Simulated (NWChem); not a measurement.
System: CHS₂ cation; SMILES S=C=[SH+]

The following NWChem deck was run.

```
start job
memory heap 200 mb stack 900 mb global 1100 mb
charge 1
geometry units angstroms noautosym nocenter noautoz
  S      0.015602    -1.602622     0.000000
  C     -0.024575    -0.095613     0.000000
  S      0.075010     1.541466     0.000000
  H     -1.278950     1.723203     0.000000
end
basis spherical
  * library def2-svp
end
dft
  xc m06-2x
  iterations 150
end
cosmo
  dielec 46.7
end
task dft energy
```

Geometry: optimised at PBE0/def2-SVP.

Level: M06-2X/def2-SVP with COSMO at NWChem's default radii, gas-phase geometry; the question gives the dielectric constant. Reactions with the solvent are ignored.

What results follow from this input? (M06-2X/def2-SVP, COSMO on the gas-phase geometry.) Quantities: electrostatic solvation energy (kcal/mol).

The electrostatic solvation energy (kcal/mol) comes out as -61.1.
